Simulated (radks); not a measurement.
Co+, configuration [Ar] 3d8 (the NIST ground configuration). Method: Dirac Kohn-Sham, LDA (Slater exchange, Perdew-Wang correlation), spin-unpolarised, spherical densities, point nucleus; open shells fill j = l - 1/2 first; computed with a radial shooting solver on a logarithmic mesh with Libxc functionals. Some entries of the table are withheld. Estimate them.

orbital,occ.,eigenvalue (hartree),<1/r> (bohr^-1),<r> (bohr)
1s1/2,2,-278.4982,26.99,0.05628
2s1/2,2,-33.04835,5.826,0.2558
2p1/2,2,(1),5.783,(2)
2p3/2,4,(3),5.672,(4)
3s1/2,2,-3.86354,1.827,(5)
3p1/2,2,(6),1.695,0.8178
3p3/2,4,(7),1.668,0.8281
3d3/2,4,-0.46513,(8),(9)
3d5/2,4,-0.45860,(10),(11)

Answer. 
(1) 2p1/2 eigenvalue (hartree): -28.72540
(2) 2p1/2 <r> (bohr): 0.2230
(3) 2p3/2 eigenvalue (hartree): -28.18169
(4) 2p3/2 <r> (bohr): 0.2262
(5) 3s1/2 <r> (bohr): 0.7793
(6) 3p1/2 eigenvalue (hartree): -2.57887
(7) 3p3/2 eigenvalue (hartree): -2.51149
(8) 3d3/2 <1/r> (bohr^-1): 1.237
(9) 3d3/2 <r> (bohr): 1.133
(10) 3d5/2 <1/r> (bohr^-1): 1.229
(11) 3d5/2 <r> (bohr): 1.142
